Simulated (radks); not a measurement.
Coulomb parameter of the 4f shell of the erbium ion Er3+ in the model configuration [Xe] 4f10 6s1, as a second difference U = [E(n + 1) + E(n - 1) - 2 E(n)] / (1)^2 with all orbitals relaxed. "Bare": the charge of the atom changes with n. "Screened": the 6s shell takes up the change at fixed total charge, which measures U(4f,4f) + U(6s,6s) - 2 U(4f,6s). Calculated with a radial shooting solver on a logarithmic mesh with Libxc functionals: scalar-relativistic Kohn-Sham, PBE, spin-unpolarised, spherical densities, point nucleus.

case	configuration	E - E(n) (eV)
start	[Xe] 4f10 6s1	0.000
bare +1	[Xe] 4f11 6s1	-36.121
bare -1	[Xe] 4f9 6s1	57.083
screened +1	[Xe] 4f11	-15.771
screened -1	[Xe] 4f9 6s2	24.744

U(bare) = 20.963 eV, U(screened by 6s) = 8.973 eV, against the Slater integral F0(4f,4f) = 34.562 eV with frozen orbitals.
